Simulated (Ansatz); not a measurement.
The lowest singlet and triplet of GeH2 (SMILES [GeH2]); geometries from B3LYP-D3(BJ)/def2-TZVP, each state relaxed from the structure named, with no frequency check.
Singlet (charge 0, multiplicity 1):
```xyz
3

Ge    -0.0002     0.0661     0.0000
H     -1.1338    -1.0621     0.0000
H      1.1409    -1.0545     0.0000
```
Triplet (charge 0, multiplicity 3):
```xyz
3

Ge    -0.00013     0.04577     0.00000
H     -1.33530    -0.73614     0.00000
H      1.33953    -0.72841     0.00000
```

A positive gap puts the triplet lower; no zero-point energy. R- takes a restricted singlet. U- takes an unrestricted singlet (broken symmetry where lower, unprojected). The triplet is unrestricted in single-reference levels. Active spaces average the two states.

Frozen-core correlation. Filled d and f shells under p-block atoms count as core.

Programs: Ansatz (an electronic-structure program). Each number belongs to the level named beside it.

```json
[
 {"level": "R-HF/cc-pVTZ", "gap E(singlet) − E(triplet), adiabatic (kcal/mol)": "-8.87"},
 {"level": "R-HF/cc-pVQZ", "gap E(singlet) − E(triplet), adiabatic (kcal/mol)": "-8.81"},
 {"level": "R-r2SCAN/def2-TZVPP", "gap E(singlet) − E(triplet), adiabatic (kcal/mol)": "-18.03"},
 {"level": "R-B3LYP/def2-TZVPP", "gap E(singlet) − E(triplet), adiabatic (kcal/mol)": "-26.60"},
 {"level": "U-MP2/cc-pVQZ (spin-contaminated)", "gap E(singlet) − E(triplet), adiabatic (kcal/mol)": "-17.17"},
 {"level": "U-CCSD/cc-pVTZ (spin-contaminated)", "gap E(singlet) − E(triplet), adiabatic (kcal/mol)": "(withheld)"},
 {"level": "U-CCSD(T)/cc-pVQZ (spin-contaminated)", "gap E(singlet) − E(triplet), adiabatic (kcal/mol)": "(withheld)"},
 {"level": "R-CCSDT(Q)/cc-pVDZ", "gap E(singlet) − E(triplet), adiabatic (kcal/mol)": "-21.79"},
 {"level": "SC-NEVPT2 on SA-CASSCF(6,6)/cc-pVDZ", "gap E(singlet) − E(triplet), adiabatic (kcal/mol)": "-21.53"}
]
```

Question: Complete the blanks.

Answer: 
- U-CCSD/cc-pVTZ (spin-contaminated), gap E(singlet) − E(triplet), adiabatic (kcal/mol): -22.30
- U-CCSD(T)/cc-pVQZ (spin-contaminated), gap E(singlet) − E(triplet), adiabatic (kcal/mol): -22.79

Doubts at one or more of the structures used: a restricted determinant that unrestricted orbitals would lower (R-HF/cc-pVTZ, R-HF/cc-pVQZ, R-CCSDT(Q)/cc-pVDZ); T1 above 0.05 (U-CCSD/cc-pVTZ (spin-contaminated), U-CCSD(T)/cc-pVQZ (spin-contaminated)).
